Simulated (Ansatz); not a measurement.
```xyz
10

F    -0.9795   -0.8751   -1.9682
Si   -0.2663   -0.7420   -0.5445
S     0.8658   -2.4541   -0.0513
C     0.4743    0.9287   -0.1903
Si   -0.9656    0.6413    1.0634
H     1.8306   -2.2170   -0.9606
H     0.2696    1.7222   -0.9097
H     1.4906    0.9904    0.1927
H    -2.1232    1.5484    0.8819
H    -0.5962    0.4573    2.4865
```

Total charge 0; spin multiplicity 1.

Problem. List the r2SCAN/def2-TZVPP orbital energies in eV (the Gaussian-basis code of Ansatz). (Estimate.)

Solution. Ansatz gave: Occupied: -2409.47, -1792.39, -1791.17, -666.30, -272.98, -213.92, -157.99, -157.91, -157.79, -142.68, -141.65, -97.58, -97.54, -97.50, -96.51, -96.50, -96.49, -31.38, -19.49, -18.46, -13.88, -13.14, -11.67, -11.28, -11.08, -10.82, -10.49, -9.12, -8.98, -7.32, -6.90, -6.13. Lowest empty: -1.11, -1.03, -0.33, 0.33, 0.35, 1.04, 2.07, 2.70.
